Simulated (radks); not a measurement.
Spherical quantum dot in the effective-mass picture: electrons in a hard-walled sphere of radius 6.13, with a point charge +1 (a donor) at the centre, all in effective atomic units (hartree* = m*/eps^2 hartree, bohr* = eps/m* bohr), one dielectric constant everywhere. Calculated with a radial shooting solver with Libxc functionals: non-relativistic Kohn-Sham, PBE, spin-polarised, spherical densities. Levels are named by radial order and angular momentum (1s, 1p, 1d, 2s, ...), and open shells are averaged over m.

N = 16, configuration 1s2 1p6 1d(up 5, down 2) 2s(up 1, down 0). This is the lowest configuration that the search found. Occupied levels:

| level | occupation | eigenvalue (hartree*) | <r> (bohr*) |
|---|---|---|---|
| 1s up | 1 | 3.1021 | 3.871 |
| 1s down | 1 | 3.1387 | 4.110 |
| 1p up | 3 | 3.1824 | 4.334 |
| 1p down | 3 | 3.2095 | 4.325 |
| 1d up | 5 | 3.2997 | 4.466 |
| 1d down | 2 | 3.3273 | 4.453 |
| 2s up | 1 | 3.3368 | 2.020 |

Energy (hartree*): total 25.6053, kinetic 6.8375, external -4.6023, Hartree 27.535, exchange-correlation -4.1653.

Electron density:

| r (bohr*) | n(r) (e/bohr*^3) |
|---|---|
| 0.326 | 0.1777 |
| 0.631 | 0.09532 |
| 0.936 | 0.05190 |
| 1.24 | 0.02918 |
| 1.55 | 0.01752 |
| 1.85 | 0.01207 |
| 2.16 | 0.01017 |
| 2.46 | 0.01044 |
| 2.77 | 0.01237 |
| 3.07 | 0.01562 |
| 3.38 | 0.01978 |
| 3.68 | 0.02426 |
| 3.99 | 0.02813 |
| 4.29 | 0.03023 |
| 4.60 | 0.02938 |
| 4.90 | 0.02490 |
| 5.21 | 0.01724 |
| 5.51 | 0.008659 |
| 5.82 | 0.002309 |
| 6.12 | 5.036e-06 |
